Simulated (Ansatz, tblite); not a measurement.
Spin states of the cluster NbO2 (the lowest doublet isomer of a short search), each relaxed with PBE0-D4/def2-TZVP in Ansatz. Electronic energies in the gas phase.

In the def2 sets Nb takes a core potential; there is no spin–orbit coupling. The xTB rows come from tblite. B3LYP takes the VWN-RPA correlation. Correlated methods freeze 2 core orbitals; core or outer-core shells of Nb are correlated, in sets that lack core-valence functions. The structure comes from a short search, and lower isomers may exist.

Doublet geometry (C2v within 0.1 Å):

```xyz
3

Nb    0.0073   -0.1180    0.6805
O    -1.2298   -0.4936   -0.4230
O     1.2225    0.6117   -0.2575
```

Quartet geometry (Cs within 0.1 Å):

```xyz
3

Nb    0.595    0.268    0.033
O    -1.110    1.141   -0.230
O     0.514   -1.409    0.196
```

Run but left out: HF/STO-3G (doublet: ⟨S²⟩ 1.55, where a pure state has 0.75).

Only these spin states were relaxed. Higher spins weren't run and may lie lower.

Second-order perturbation terms are unreliable where d shells bring near-degenerate states, and here MP2/def2-TZVP, MP2/def2-TZVPP lie more than 0.4 eV from the median of the functionals without such a term.

| level | quartet − doublet (kJ/mol) | lowest of these | remarks |
| --- | --- | --- | --- |
| HF/def2-TZVP | 45.1 | doublet | spin-contaminated (⟨S²⟩ 0.85) (doublet) |
| r2SCAN-D4/def2-TZVP | 255.6 | doublet | – |
| B3LYP-D4/def2-TZVP | 255.0 | doublet | – |
| PBE0-D4/def2-TZVP | 249.7 | doublet | – |
| ωB97X-V/def2-TZVP | 250.0 | doublet | – |
| ωB97M-V/def2-TZVP | 246.6 | doublet | – |
| RPA@PBE/def2-TZVP | 271.3 | doublet | – |
| MP2/def2-TZVPP | 353.7 | doublet | spin-contaminated (⟨S²⟩ 0.84) (doublet) |
| CCSD(T)/def2-TZVPP | 275.9 | doublet | spin-contaminated (⟨S²⟩ 0.84) (doublet) |

Question: Estimate the rows for GFN1-xTB, GFN2-xTB, HF/def2-TZVPP, PBE-D4/def2-TZVP, B97M-V/def2-TZVP, r2SCANh-D4/def2-TZVP, MP2/def2-TZVP, CCSD/def2-TZVPP.

Answer: 
```tsv
level	quartet − doublet (kJ/mol)	lowest of these	remarks
GFN1-xTB	305.9	doublet	–
GFN2-xTB	293.2	doublet	–
HF/def2-TZVPP	46.8	doublet	spin-contaminated (⟨S²⟩ 0.84) (doublet)
PBE-D4/def2-TZVP	285.5	doublet	–
B97M-V/def2-TZVP	256.0	doublet	–
r2SCANh-D4/def2-TZVP	243.5	doublet	–
MP2/def2-TZVP	351.1	doublet	spin-contaminated (⟨S²⟩ 0.85) (doublet)
CCSD/def2-TZVPP	239.8	doublet	spin-contaminated (⟨S²⟩ 0.84) (doublet)
```

The xTB methods have no spin-polarisation term.

Question: How do the metal–ligand distances follow the spin state?

Answer: 
```json
{"state": "doublet", "donor atoms": "2", "mean metal–ligand distance (Å)": "1.700", "range (Å)": "1.70–1.70", "Mulliken spin on the metal (PBE0)": "1.14"}
{"state": "quartet", "donor atoms": "2", "mean metal–ligand distance (Å)": "1.810", "range (Å)": "1.69–1.93", "Mulliken spin on the metal (PBE0)": "2.00"}
```

⟨S²⟩ at PBE0-D4/def2-TZVP: doublet 0.76 (pure 0.75), quartet 3.76 (pure 3.75).
